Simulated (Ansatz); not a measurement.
C2H3F2NSi (`N=C1C(F)[SiH]1F`). Total charge 0; spin multiplicity 1.

```xyz
9

N     0.0258   -1.3219   -1.5072
C    -0.1618   -0.3678   -0.7082
C    -0.5367   -0.1494    0.7246
F    -0.4507   -1.1311    1.6644
Si    0.6531    1.1206    0.0168
F     0.1759    2.6349   -0.0487
H    -0.3071   -2.2059   -1.1081
H    -1.5138    0.3540    0.7627
H     2.1153    1.0665    0.2037
```

**Question.** List the harmonic frequencies (cm⁻¹, unscaled) at PBE0-D4/def2-TZVP in Ansatz. (An estimate is asked.)

**Answer.** Ansatz gave: 153, 166, 181, 255, 305, 560, 632, 652, 697, 772, 832, 878, 949, 1030, 1164, 1238, 1337, 1754, 2280, 3033, 3401.

**Question.** Is this a minimum?

**Answer.** Yes, all 21 modes are real.

**Question.** Give the ideal-gas thermochemistry at 298.15 K and 1 bar (rigid rotor, harmonic oscillator; point group C1, symmetry number 1).

**Answer.** Zero-point energy 133.2 kJ/mol; H(298) − E = 152.7 kJ/mol; entropy 336.5 J/(mol·K), of which translation 167.1, rotation 115.0, vibration 54.4; G(298) − E = 52.4 kJ/mol.

**Question.** And at 400, 500, 600, 800 and 1000 K?

**Answer.** 
```json
{"T (K)": "400", "H − E (kJ/mol)": "164.0", "S (J/mol/K)": "368.9", "G − E (kJ/mol)": "16.4"}
{"T (K)": "500", "H − E (kJ/mol)": "176.8", "S (J/mol/K)": "397.4", "G − E (kJ/mol)": "-21.9"}
{"T (K)": "600", "H − E (kJ/mol)": "190.9", "S (J/mol/K)": "423.1", "G − E (kJ/mol)": "-63.0"}
{"T (K)": "800", "H − E (kJ/mol)": "221.9", "S (J/mol/K)": "467.5", "G − E (kJ/mol)": "-152.2"}
{"T (K)": "1000", "H − E (kJ/mol)": "255.5", "S (J/mol/K)": "505.0", "G − E (kJ/mol)": "-249.5"}
```

**Question.** Rotational constants (cm⁻¹)?

**Answer.** 0.1468, 0.07098, 0.05225.
